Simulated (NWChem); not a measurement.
Species: TiF3, doublet; SMILES [F][Ti]([F])[F]

Computed with NWChem. Pople sets run with spherical d functions. Spin-unrestricted. In the optimisation the excess spin sits in a' (C3h, its own frame). The geometry was optimised at PBE-D3(BJ)/def2-SVP, spin-unrestricted. No stability test was run on the SCF state. Level M06-2X/6-31G*: energy and gradient on several grids; changes count from the extra-fine grid, which is no exact limit either.

Which is the coarsest grid (xfine; coarse; xcoarse; fine; medium) from which on the energy stays within 500 μHa and each gradient component within 500 μHa/bohr of xfine?

medium.
```
grid     size of the energy change (μHa)  largest change of a gradient component (μHa/bohr)
-------  -------------------------------  -------------------------------------------------
xcoarse                            10000                                               2000
coarse                              1000                                                100
medium                               100                                                 70
fine                                < 10                                               < 30
xfine                               < 10                                               < 30
```
